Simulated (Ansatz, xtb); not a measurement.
**Two isomers of C3H4FGeNS**

We compare I, `Fc1scn[c]1[GeH3]`, a singlet, with II, `Fc1ncs[c]1[GeH3]`, a singlet. Both are isolated molecules in the gas phase, relaxed with PBE0-D3(BJ)/def2-SVP.

Estimate which is lower in electronic energy at CCSD(T)/def2-SVP + ΔMP2/def2-TZVPP, and by roughly how much.

The CCSD(T)/def2-SVP + ΔMP2/def2-TZVPP calculation puts structure II lower, by 10.7 kcal/mol.

Level by level:

| level | geometry | E(II) − E(I) (kcal/mol) | departure from the last row (kcal/mol) | job, with rough time for the two |
| --- | --- | --- | --- | --- |
| GFN2-xTB | GFN2-xTB | −3.3 | +7.4 | optimisation, 0.52 s |
| HF/STO-3G | GFN2-xTB | −2.9 | +7.7 | single point, 5.6 s |
| r2SCAN-D4/def2-SVP | GFN2-xTB | −10.9 | −0.2 | single point, 19 s |
| PBE0-D3(BJ)/def2-SVP | PBE0-D3(BJ)/def2-SVP | −10.9 | −0.2 | optimisation, 8.1 min |
| HF/def2-SVP | PBE0-D3(BJ)/def2-SVP | −12.1 | −1.5 | part of the CCSD(T) run |
| MP2/def2-SVP | PBE0-D3(BJ)/def2-SVP | −11.2 | −0.5 | part of the CCSD(T) run |
| CCSD(T)/def2-SVP | PBE0-D3(BJ)/def2-SVP | −10.5 | +0.2 | single point |
| CCSD(T)/def2-SVP + ΔMP2/def2-TZVPP | PBE0-D3(BJ)/def2-SVP | −10.7 |  | single point, 3.9 min |

As drawn, both hold the same kinds of bond in the same numbers.

The levels shown agree on the order. The largest departure from CCSD(T)/def2-SVP + ΔMP2/def2-TZVPP is that of HF/STO-3G, 7.7 kcal/mol. A small imaginary or near-zero mode remains, so no thermal terms are given. The last row adds to CCSD(T) the change of the MP2 difference between the two basis sets, here −0.2 kcal/mol.

The correlated steps freeze 19 core orbitals; the filled d shell of Ge is correlated, in a basis made for valence electrons. Programs: Ansatz 0.2.0, xtb 6.7.1; the last row on 2 threads of Intel(R) Xeon(R) Processor @ 2.50GHz (Skylake/Cascade Lake) on a shared host.
